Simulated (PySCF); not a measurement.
Level of theory: B3LYP-D3(BJ)/def2-TZVP // PBE0-D4/def2-SVP (PySCF 2.14.0). All species are isolated molecules in the gas phase. One relaxed conformer stands for a flexible species; it need not be the lowest. B3LYP has the VWN-RPA correlation part, as in Gaussian. Delta-SCF ions had no search for a lower state. 

Reference species (SMILES): `Bc1ccc(S)s1` (neutral, multiplicity 1).

The LUMO comes out as -2.21 eV and the vertical ionisation energy (Delta-SCF) is 8.32 eV.

Changed species: `Bc1c(S)csc1`.

Problem. Predict the effect on the LUMO and vertical ionisation energy (Delta-SCF).

Solution. the LUMO drops by 0.04 eV, to -2.25 eV; the vertical ionisation energy (Delta-SCF) falls by 0.14 eV, to 8.18 eV.
